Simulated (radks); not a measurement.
Results of a calculation; reference values are marked as such.
Si4-, configuration [Ar].

Level of theory: scalar-relativistic Kohn-Sham, r2SCAN, spin-polarised, spherical densities, finite nucleus; meta-GGA in the generalised Kohn-Sham scheme; Fermi nuclear charge, rms radius 3.1224 fm; Watson sphere of charge +4 and radius 2.91 bohr (a radial shooting solver on a logarithmic mesh with Libxc functionals).

Energy parts (hartree; the electron-nucleus part includes the sphere):
total: -312.09488
kinetic: 292.27806
electron-nucleus: -737.30588
Hartree: 154.96966
exchange-correlation: -22.03672

Orbitals (lengths in bohr, moments of r in powers of bohr; r(max) is where P^2 peaks):
orbital,occ.,eigenvalue (hartree),<r^2>,r(max),<r^4>,<1/r>
1s,2,-65.88370,0.01668,0.07263,0.0007233,13.64
2s,2,-5.13989,0.3835,0.4541,0.2730,2.587
2p,6,-3.45382,0.3661,0.3892,0.3021,2.456
3s,2,-0.46480,6.469,1.977,68.47,0.5548
3p,6,-0.23670,9.509,2.510,149.9,0.4446

The highest occupied level is 3p at -6.441 eV. The density falls to 0.001 e/bohr^3 at r = 5.10 bohr.
